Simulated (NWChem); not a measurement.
BHBrCl; SMILES ClBBr

```xyz
4

B     -0.7471    -0.5889     0.0000
H     -1.9451    -0.6505     0.0028
Cl     0.1934    -2.0488    -0.0002
Br     0.0874     1.1135    -0.0002
```
Atoms are numbered in this order, from 1.

Computed with NWChem. Pople sets run with spherical d functions. All runs use the structure optimised with PBE0/def2-SVP. Vzz is the largest principal value of the second derivative of the potential at the nucleus (NWChem prints the opposite sign); η is the asymmetry. Non-relativistic.

| level | Vzz B1 (a.u.) | η B1 | Vzz Cl3 (a.u.) | η Cl3 | Vzz Br4 (a.u.) | η Br4 | relative time |
|---|---|---|---|---|---|---|---|
| B3LYP/cc-pVTZ | 0.396 | 0.64 | 1.884 | 0.79 | 3.856 | 0.69 | 30 |
| B3LYP/def2-SVP | 0.349 | 0.59 | 1.869 | 0.77 | 4.027 | 0.67 | 1 |
| Hartree-Fock/def2-TZVP | 0.437 | 0.57 | 2.158 | 0.65 | 4.109 | 0.53 | 4 |
| Hartree-Fock/6-31G* | 0.412 | 0.58 | 2.040 | 0.60 | 3.854 | 0.51 | 1 |

Relative times are rough (shared machine, one core).
